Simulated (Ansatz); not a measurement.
C₃H₇NSi, SMILES [SiH3]NC=C=C.

Coordinates come from a ωB97X-D3(BJ)/def2-SVP optimisation. This is a generated structure with no PubChem entry under its InChIKey; it may be hypothetical. One conformer was computed; it need not be the lowest.

Two levels are set side by side: PBE/def2-SVPD (Ansatz, an electronic-structure program) and CAM-B3LYP/def2-SVPD (Ansatz). Energy differences of separate SCF runs at the same geometry; the states with an electron removed or added have multiplicity 2 and 2. Differences are taken from unrounded values.

| quantity | CAM-B3LYP |
|---|---|
| vertical ionisation energy (eV) | 8.01 |
| vertical singlet–triplet gap (eV) | 3.93 |

Problem. What does PBE give, and how far is it from CAM-B3LYP? (Estimate from the structure and the level; the computed values follow.)

Solution. 
```
quantity                            PBE  PBE minus CAM-B3LYP
---------------------------------  ----  -------------------
vertical ionisation energy (eV)    7.83                -0.17
vertical singlet–triplet gap (eV)  3.59                -0.35
```
